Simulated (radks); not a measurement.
Polarisabilities and homonuclear dispersion coefficients (atomic units). Level of theory: non-relativistic Kohn-Sham, exchange-only LDA, spin-unpolarised, spherical densities, point nucleus (a radial shooting solver on a logarithmic mesh with Libxc functionals). Response by self-consistent Sternheimer equations with the Hartree and adiabatic exchange-only LDA kernel. For heavy and open-shell atoms this level of theory can miss by tens of per cent. "Uncoupled" leaves out the induced potential. Quadrupole and octupole values are given only where no p, d or f shell is open. The Sternheimer factor gamma scales a distant field gradient at the nucleus by 1 - gamma.

species,configuration,alpha1 (bohr^3),"alpha1, uncoupled",alpha2 (bohr^5),alpha3 (bohr^7),C6,C8,Sternheimer gamma,recommended alpha1
Ni,[Ar] 3d8 4s2,49.79,92.23,-,-,405.5,-,-,49 +/- 3
Cu+,[Ar] 3d10,8.607,11.90,77.73,382.9,29.43,669.0,-6.28,-
Zn2+,[Ar] 3d10,3.036,3.894,10.48,40.22,8.198,102.9,-9.91,-
Ga3+,[Ar] 3d10,1.488,1.837,3.161,8.906,3.336,28.76,-8.79,-
Ge4+,[Ar] 3d10,0.8651,1.045,1.315,2.844,1.656,10.86,-7.73,-
As5+,[Ar] 3d10,0.5582,0.6641,0.6555,1.131,0.9297,4.910,-6.86,-
Se6+,[Ar] 3d10,0.3860,0.4542,0.3671,0.5205,0.5667,2.499,-6.14,-
Br7+,[Ar] 3d10,0.2802,0.3270,0.2229,0.2657,0.3665,1.382,-5.55,-
Kr8+,[Ar] 3d10,0.2110,0.2445,0.1436,0.1465,0.2479,0.8135,-5.06,-

Recommended values: Schwerdtfeger and Nagle, table of static dipole polarisabilities (2023 update), measured or computed.

Beside tabulated values, note that spin-unpolarised runs miss the spin-polarisation part of the exchange energy of open shells.
